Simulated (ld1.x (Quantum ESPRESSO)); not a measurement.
## Rh, PAW: configuration errors across variants

Rh (Z = 45), PAW, made with ld1.x (Quantum ESPRESSO) 7.5 (LDA (PZ), scalar-relativistic). Core [Kr], reference 4d7 5s0 5p0 (charge +2). Waves: 5s (bound, empty): rcut 0.90, rcutus 1.05 bohr; 5s channel at -0.45 Ry: rcut 0.90, rcutus 1.05 bohr; 5p (bound, empty): rcut 2.30, rcutus 2.85 bohr; 5p channel at 4.35 Ry: rcut 2.30, rcutus 2.85 bohr; 4d (bound): rcut 1.30, rcutus 1.60 bohr; 4d channel at 0.75 Ry: rcut 1.30, rcutus 1.60 bohr. Local part: all-electron potential smoothed inside 1.30 bohr (lloc = -2). Core correction: Bessel-smoothed model core inside 0.70 bohr. Augmentation charge: BG, radius 0.85 bohr.

All-electron excitation energies from the reference (eV): (1) 4d8 5s0 5p0 -19.767; (2) 4d6 5s0 5p0 32.735; (3) 4d5 5s0 5p0 79.885; (4) 4d9 5s0 5p0 -28.402; (5) 4d7 5s0 5p0 spin -1.414.

Spin tests fill each open shell by Hund’s rule, majority spin first.

For the base: The 5s radius (1.05 bohr) lies inside the outermost node of the all-electron wave (1.17 bohr), which a nodeless pseudo-wave cannot match soundly.

The overlap operator is not positive definite (basis up to 400 Ry) in “local potential all-electron potential smoothed inside 1.76 bohr (lloc = -2)”. Such files are unfit for use, however small their errors in these radial tests.

Tests that are not counted but printed errors over 1 eV. “base”: 4d7 5s2 5p0 (solver errors, printed error -14.0 eV); 4d7 5s1 5p0 (solver errors, printed error -3.7 eV); 2 more. “local potential all-electron potential smoothed inside 1.76 bohr (lloc = -2)”: 4d7 5s2 5p0 (solver errors, printed error -14.0 eV); 4d7 5s1 5p0 (solver errors, printed error -3.7 eV); 2 more. “local potential all-electron potential smoothed inside 1.70 bohr (lloc = -1)”: 4d7 5s2 5p0 (solver errors, printed error -14.0 eV); 4d7 5s1 5p0 (solver errors, printed error -3.7 eV); 2 more. “wave 5s channel at -0.45 Ry: rcut 0.90, rcutus 1.05 bohr becomes 5s channel at -1.2 Ry: rcut 0.90, rcutus 1.05 bohr”: 4d7 5s2 5p0 (solver errors, printed error -14.0 eV); 4d7 5s1 5p0 (solver errors, printed error -3.7 eV); 2 more.

2 further variants failed, have other tests or too few solved ones, and are left out.

A true bound ghost makes a file unfit for plane-wave use even where its test errors are small: the radial tests pick states by their node count and pass the ghost by. Where a test does run into it, the solver fails or the error is huge.

Errors AE − PS in meV (a dash: test not solved or not reliable):

```csv
change,(1),(2),(3),(4),(5),bound ghosts
base,-58,-130,-670,-133,-3.0,s
local potential all-electron potential smoothed inside 1.76 bohr (lloc = -2),-58,-130,-670,-133,-3.0,not determined (overlap not positive)
local potential all-electron potential smoothed inside 1.70 bohr (lloc = -1),-58,-130,-670,-133,-3.0,s
"wave 5s channel at -0.45 Ry: rcut 0.90, rcutus 1.05 bohr becomes 5s channel at -1.2 Ry: rcut 0.90, rcutus 1.05 bohr",-58,-130,-670,-133,-3.0,s
```

(1) Give the same row for: core correction Bessel-smoothed model core inside 1.06 bohr.

## Answers

(1) -58, -130, -670, -133, -3.0; bound ghosts: s. Not counted: 4d7 5s2 5p0 (solver errors, printed error -14.0 eV); 4d7 5s1 5p0 (solver errors, printed error -3.7 eV); 2 more.
